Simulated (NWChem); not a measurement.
# BNH2Cl2; SMILES NB(Cl)Cl

```xyz
6

B      0.0000     0.0000    -0.3475
Cl     1.5354     0.0000     0.5451
Cl    -1.5354     0.0000     0.5451
N      0.0000     0.0000    -1.7448
H     -0.8610     0.0000    -2.2911
H      0.8610     0.0000    -2.2911
```
Atoms are numbered in this order, from 1.

Program: NWChem. Pople sets run with spherical d functions. Geometry: optimised at PBE-D3(BJ)/def2-SVP. Vertical excitations in the gas phase.

What does the run give for Hartree-Fock/6-31+G*, CIS? Quantities: lowest excitation, singlet (eV); oscillator strength of that lowest state; orbital gap (eV).


- lowest excitation, singlet (eV): 8.19
- oscillator strength of that lowest state: 0.015
- orbital gap (eV): 13.25
